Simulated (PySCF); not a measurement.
## Two-component Hartree-Fock for Mn (manganese, neutral)

Start: [Ar] 3d4 4s2 5s1; 3d5/2 filled at m_j = -1/2, +1/2, +3/2, +5/2; 5s1/2 filled at m_j = +1/2. Calculated with PySCF 2.14 in x2c-TZVPall-2c with one added diffuse shell each of s, p, d type (7s8p5d1f, 63 functions): generalised Hartree-Fock with the X2C-1e Hamiltonian and a Gaussian nucleus; one run each with spin-orbit coupling (SO) switched off, then screened by Boettger's factors. This is a chosen level, not necessarily the ground level.

```json
{"spinor shell": "1s1/2", "electrons": "2", "ε, spin-free (eV)": "-6610.1", "ε, screened SO (eV)": "-6610.1", "weight of nominal j (screened SO)": "1.000", "rms radius, screened SO (bohr)": "0.0703"}
{"spinor shell": "2s1/2", "electrons": "2", "ε, spin-free (eV)": "-815.99", "ε, screened SO (eV)": "-816.00", "weight of nominal j (screened SO)": "1.000", "rms radius, screened SO (bohr)": "0.302"}
{"spinor shell": "2p1/2", "electrons": "2", "ε, spin-free (eV)": "-689.43", "ε, screened SO (eV)": "-696.62", "weight of nominal j (screened SO)": "0.984", "rms radius, screened SO (bohr)": "0.271"}
{"spinor shell": "3s1/2", "electrons": "2", "ε, spin-free (eV)": "-117.02", "ε, screened SO (eV)": "-117.03", "weight of nominal j (screened SO)": "1.000", "rms radius, screened SO (bohr)": "0.905"}
{"spinor shell": "3p3/2", "electrons": "4", "ε, spin-free (eV)": "-78.593", "ε, screened SO (eV)": "-78.870", "weight of nominal j (screened SO)": "0.831", "rms radius, screened SO (bohr)": "0.974"}
{"spinor shell": "3p1/2", "electrons": "2", "ε, spin-free (eV)": "-78.593", "ε, screened SO (eV)": "-78.106", "weight of nominal j (screened SO)": "0.662", "rms radius, screened SO (bohr)": "0.968"}
{"spinor shell": "3d5/2", "electrons": "4", "ε, spin-free (eV)": "-27.683", "ε, screened SO (eV)": "-27.685", "weight of nominal j (screened SO)": "0.689", "rms radius, screened SO (bohr)": "1.18"}
{"spinor shell": "4s1/2", "electrons": "2", "ε, spin-free (eV)": "-12.095", "ε, screened SO (eV)": "-12.097", "weight of nominal j (screened SO)": "0.970", "rms radius, screened SO (bohr)": "2.95"}
{"spinor shell": "5s1/2", "electrons": "1", "ε, spin-free (eV)": "-2.459", "ε, screened SO (eV)": "-2.459", "weight of nominal j (screened SO)": "1.000", "rms radius, screened SO (bohr)": "8.55"}
```

Question: Where does 2p3/2 lie, and what is the 2p spin-orbit splitting (screened SO)?

Answer: At -685.94 eV, 10.679 eV above 2p1/2.

```
   quantity    spin-free  screened SO
E (hartree)  -1156.97027  -1156.98389
        M_J          9/2          9/2
       ⟨J²⟩       25.137       25.140
       ⟨L²⟩        6.379        6.375
       ⟨S²⟩        8.758        8.755
```

The determinant has a definite M_J but mixes levels of different J.

Each row is a mean over spinors that exchange with the open shell spreads, by up to 14.261 eV (3p3/2).

Rows whose weight is well below 1 are mixtures of j = l ± 1/2: exchange outweighs spin-orbit coupling there, and the label is only the starting occupation.

Without spin-orbit coupling the j labels of p, d and f shells carry no meaning; the spin-free column gives the mean over the occupied spinors of each nl shell, and its ⟨J²⟩ belongs to a mixture of degenerate components.
